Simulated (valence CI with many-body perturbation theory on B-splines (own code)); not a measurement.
## Re⁶²⁺: key properties

Calculated by configuration interaction combined with many-body perturbation theory (CI+MBPT): three valence electrons over a frozen Dirac-Fock core [Ne], a basis of 9 s, 9 p, 8 d, 6 f, 3 g, 1 h functions for each j, with the one-electron correlation potential Σ1 (screened to all orders), the two-electron term Σ2, the three-electron term Σ3, Breit, model QED; selected single and double excitations, second order for the rest, scaled by the run's own slope (own B-spline code, finite nucleus).

No measured spectrum was set against this ion. As an estimate, large intervals hold to a few tenths of a per cent, small ones and those within an open d or f shell to about a per cent.

Levels are named by their leading jj configuration (3d3/2^4 stands for four electrons in 3d with j = 3/2), which in mixed levels can hold well under half, so a name can repeat and another be missing.

Rates and lifetimes use the calculated energies. Strong lines usually hold to 10 to 20 %, long lifetimes can be off by a factor of two.

(1) What is the ground level?

(2) Among levels below 1231.7 eV, which E1 lines absorb most strongly from the ground level?

(3) Where does the other parity begin?

(4) What are the static dipole polarisabilities of the lowest levels?

(5) How well does LS coupling describe the low levels?

(6) What is the ionisation energy?

(7) Name the longest-lived excited levels whose lifetime is computed, and their main decay.

## Answers

(1) (3s^2 3p1/2) J=1/2, composition 100 % 3s2 3p 2P°, g = 0.646.

(2) to (3s^2 3d3/2) J=3/2 at 1.982 nm, f = 0.482; to (3s 3p1/2 3p3/2) J=1/2 at 2.145 nm, f = 0.213; to (3s 3p1/2 3p3/2) J=3/2 at 2.184 nm, f = 0.121.

(3) At (3s 3p1/2^2) J=1/2, 171.2 eV.

(4) (3s^2 3p1/2) J=1/2 0.00257 bohr³, of which the core gives 4.18e-05.

(5) Among the lowest 20 levels the leading LS term, summed over configurations, holds 61 % on average. For single configurations the figures are 59 % in LS and 92 % in jj coupling. Terms mix most in the J = 3/2 level at 794.7 eV, where the leading one holds 32 %.

(6) 6953.5 eV; NIST lists 6952 ± 15 eV (theoretical).

(7) (3s 3p3/2 3d5/2) J=9/2 at 1215.1 eV lives 3.83 ns, mostly by M1 to (3s 3p1/2 3d5/2) J=7/2; (3s^2 3p3/2) J=3/2 at 387.6 eV lives 1.63 ns, mostly by E1 to (3s 3p1/2^2) J=1/2.
